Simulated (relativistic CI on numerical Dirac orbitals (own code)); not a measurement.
# Hyperfine structure of Er⁶³⁺, mass number 167

Method of calculation: Dirac-Coulomb-Breit CI, KLI orbitals optimised for each configuration, model QED, unscaled Slater integrals (own radial code, finite nucleus).

Configurations in the expansion (outside the closed core 1s2): 2s²2p, 2s2p², 2p³, 2p²3s, 2p²3p, 2p²3d, 2s²3s, 2s²3p, 2s²3d, 2s2p3s, 2s2p3p, 2s2p3d, 2s²4s, 2s²4p, 2s²4d, 2s²4f. Levels of other configurations are missing.

Nuclear spin I = 7/2, μ = -0.5623 μN, Q = 3.57 b (tables of Stone and Pyykkö). The electronic factors are computed for point nuclear moments, without core polarisation or the Bohr-Weisskopf and QED corrections.

```csv
Level,E (10³ cm⁻¹),A (GHz),B (GHz)
2s²2p ²P°1/2,0.0,-850,
2s2p² ⁴P1/2,1898.8,-2612,
2s²2p ²P°3/2,8045.1,-106.2,4580
2s2p² ⁴P3/2,9371.9,-641.5,3600
2s2p² ²D5/2,9686.7,-758.5,3820
2s2p² ²P1/2,10213.6,959.1,
2s2p² ²D3/2,10230.2,-2.838,2410
2s2p² ⁴P5/2,17564.0,-614.6,739
```

Levels with J = 0, under 50 % of one LS term, or S terms without an open s electron are left out. Small factors come from cancelling terms and can be off by tens of per cent or more.

At this charge energies of transitions that change n are usually good to better than 1 %, and those within a shell (Δn = 0) to a few per cent.

Q: Give the hyperfine levels of 2s²2p ²P°1/2 relative to its centre of gravity.

A: With K = F(F + 1) − I(I + 1) − J(J + 1), E = AK/2: F = 3: 1912, F = 4: -1487 GHz.

LS names give the leading component of a level, which can be under half, so a name can repeat, a term be missing and a line seem to break the LS rules.
